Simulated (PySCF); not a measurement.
**Partial charges of `FC[C@@H]1CO[C@H]1C(F)(F)F`**

Species: C₅H₆F₄O.
SMILES with atom numbers: `[F:1][CH2:2][C@@H:3]1[CH2:4][O:5][C@H:6]1[C:7]([F:8])([F:9])[F:10]` (hydrogens: H11, H12 on C2; H13 on C3; H14, H15 on C4; H16 on C6)

Cartesian coordinates in Å at the GFN2-xTB level; atoms count from 1:
```xyz
16
C5H6F4O angstrom
F     -1.5433   -2.1453    0.4218
C     -1.7224   -0.8447    0.0325
C     -0.6004    0.0223    0.5755
C     -0.5525    1.4492    0.0102
O      0.6454    1.1500   -0.7190
C      0.7518   -0.1404   -0.1385
C      1.9411   -0.2396    0.8181
F      3.1147   -0.2168    0.1833
F      1.8981   -1.3816    1.5208
F      1.9531    0.7591    1.7098
H     -1.7395   -0.8387   -1.0625
H     -2.6901   -0.5194    0.4293
H     -0.5503   -0.0632    1.6616
H     -1.3706    1.7263   -0.6575
H     -0.3846    2.2355    0.7489
H      0.8419   -0.9437   -0.8781
```

Density: PBE0/pcSseg-1 (PySCF); schemes: Mulliken, IAO, Hirshfeld and ESP-fitted. Geometry: GFN2-xTB, one conformer, isolated molecule.

Q: At which atom do the 4 schemes differ most?

A: At C7: from +0.252 (Hirshfeld) to +0.866 e (Mulliken), 0.614 e apart.

Q: Which atoms carry the lowest charge in the Mulliken, IAO, Hirshfeld and ESP-fitted schemes?

A: All schemes agree: Mulliken O5 (-0.482); IAO O5 (-0.410); Hirshfeld O5 (-0.165); ESP-fitted O5 (-0.335).

Q: Give the atomic charges in each scheme.

A: In e:

```
atom                 environment  Mulliken     IAO  Hirshfeld  ESP-fitted
  F1              alkyl fluorine    -0.332  -0.323     -0.117      -0.227
  C2              sp3 C–F carbon    +0.276  +0.046     +0.028      +0.046
  C3   four-membered-ring carbon    -0.468  -0.156     -0.046      -0.090
  C4  sp3 carbon bound to oxygen    +0.177  -0.049     +0.010      +0.058
  O5         cyclic ether oxygen    -0.482  -0.410     -0.165      -0.335
  C6  sp3 carbon bound to oxygen    +0.017  +0.049     +0.019      -0.029
  C7                  CF3 carbon    +0.866  +0.797     +0.252      +0.459
  F8     fluorine of a CF3 group    -0.261  -0.274     -0.091      -0.161
  F9     fluorine of a CF3 group    -0.269  -0.284     -0.093      -0.180
 F10     fluorine of a CF3 group    -0.271  -0.283     -0.086      -0.154
 H11          methylene hydrogen    +0.102  +0.139     +0.048      +0.099
 H12          methylene hydrogen    +0.114  +0.144     +0.050      +0.082
 H13            methine hydrogen    +0.146  +0.157     +0.043      +0.117
 H14          methylene hydrogen    +0.112  +0.139     +0.049      +0.076
 H15          methylene hydrogen    +0.128  +0.151     +0.048      +0.080
 H16            methine hydrogen    +0.144  +0.156     +0.051      +0.160
```

Mean size of the charges over all atoms: Mulliken 0.260 e, IAO 0.222 e, ESP-fitted 0.147 e, Hirshfeld 0.075 e. Each set sums to the total charge, 0, to within 0.001 e. The IAO scheme projects the occupied orbitals on a minimal set of polarised atomic orbitals and counts the electrons in each atom's part of it.

Q: How closely do the schemes follow one another over all atoms?

A: Correlation coefficient and root-mean-square difference: IAO with Hirshfeld 0.99, 0.191 e; Hirshfeld with ESP-fitted 0.99, 0.090 e; IAO with ESP-fitted 0.98, 0.114 e; Mulliken with Hirshfeld 0.95, 0.240 e; Mulliken with ESP-fitted 0.94, 0.167 e; Mulliken with IAO 0.94, 0.116 e.

Q: How many electrons does the ESP-fitted scheme count on C7?

A: Z − q = 6 − (+0.459) ≈ 5.542.
